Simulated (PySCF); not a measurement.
Identify the unknown among the candidates.

All candidates are C4H12Si2.

* Rotational structure: rotational constants A, B, C: 3.175, 1.819, 1.247 GHz [PBE0-D3(BJ)/def2-SVP]
* Polarisability: 103.5 au [CAM-B3LYP/def2-SVPD]
* 13C NMR: chemical shifts (computed TMS as zero) by class: 39.8 (1 C), 29.5 (1 C), 22.3 (2 C) ppm [GIAO PBE/pcSseg-1]
* XPS: Si2p3/2 106.0 (×2), C1s 289.9 (×2), C1s 290.4, C1s 290.6, Si1s 1845.7 (×2) eV [ΔSCF SCAN, pcX-2 on the ionised atom, pcseg-1 elsewhere, spin-free X2C, 2p3/2 from a spin–orbit splitting computed afterwards within the 2p shell]
* UV, first state: lowest singlet excitation: 6.57 eV (189 nm, f = 0.065) [TDDFT CAM-B3LYP/def2-SVPD]
* 1H NMR: chemical shifts (computed TMS as zero) by class: 4.03 (2 H), 3.95 (2 H), 1.44 (1 H), 1.33 (2 H), 1.26 (3 H), 0.24 (2 H) ppm [GIAO PBE/pcSseg-1]
* Dipole: 0.99 D [CAM-B3LYP/def2-SVPD]

Gas-phase values; electronic properties from PySCF, density fitting. Levels stand in brackets. The structure is a single PBE0-D3(BJ)/def2-SVP conformer in the gas phase; no vibrational or solvent corrections. NMR values are class means; diastereotopic atoms form classes of their own.

**Question.** Which candidate is it?
A. `CC[SiH]1C[SiH2]C1`
B. `CC1C[SiH2][SiH2]C1`
C. `C[Si@@H]1CCC[SiH2]1`

**Answer.** B. It is `CC1C[SiH2][SiH2]C1`. Numbering: `[CH3:1][CH:2]1[CH2:3][SiH2:4][SiH2:5][CH2:6]1`. Its formula, C4H12Si2, gives 1 degree of unsaturation: 1 ring and 0 π bonds in the structure found. 4 carbons fall into 3 classes; from least to most shielded: sp3 CH carbon [C2] (39.8 ppm), methyl carbon [C1] (29.5 ppm), ring sp3 carbon bound to silicon [C3/C6] (22.3 ppm, 2 C). Hydrogen classes from least to most shielded: 2 H on 2 SiH2 silicons, Si4/Si5 (4.03 ppm), 2 H on 2 SiH2 silicons, Si4/Si5 (3.95 ppm), 1 H on an sp3 CH carbon, C2 (1.44 ppm), 2 H on 2 like atoms (sp3 carbon bound to silicon), C3/C6 (1.33 ppm), 3 H on a methyl carbon, C1 (1.26 ppm, a mean of values up to 0.6 ppm apart in this geometry), 2 H on 2 like atoms (sp3 carbon bound to silicon), C3/C6 (0.24 ppm). The core levels belong to: Si2p3/2 106.0 eV, SiH2 silicon [Si4/Si5]; C1s 289.9 eV, sp3 carbon bound to silicon [C3/C6]; C1s 290.4 eV, methyl carbon [C1]; C1s 290.6 eV, sp3 CH carbon [C2]; Si1s 1845.7 eV, SiH2 silicon [Si4/Si5]. The optimised geometry has point group Cs and is an asymmetric top.

The others, at the same levels:
- `C[Si@@H]1CCC[SiH2]1` fails: its computed core binding energies are Si2p3/2 105.7, Si2p3/2 105.8, C1s 289.8, C1s 289.9, C1s 290.0, C1s 290.5, Si1s 1845.5, Si1s 1845.5 eV and smallest rotational constant is 1.324 GHz (against 1.247 GHz).
- `CC[SiH]1C[SiH2]C1` fails: its computed core binding energies are Si2p3/2 106.0, Si2p3/2 106.3, C1s 289.3 (×2), C1s 290.0, C1s 290.6, Si1s 1845.8, Si1s 1846.1 eV, rotational constant A is 4.696 GHz (against 3.175 GHz) and smallest rotational constant is 1.180 GHz (against 1.247 GHz).

Each candidate is one conformer, not necessarily the lowest. Dipoles, sizes and rotational constants follow the conformer. The torsions of the flexible species, by atom-mapped SMILES:
- `[CH3:1][CH2:2][SiH:3]1[CH2:4][SiH2:5][CH2:6]1`: C1–C2–Si3–C4 -67°

The conformers of `CC1C[SiH2][SiH2]C1` and `C[Si@@H]1CCC[SiH2]1` aren't listed.
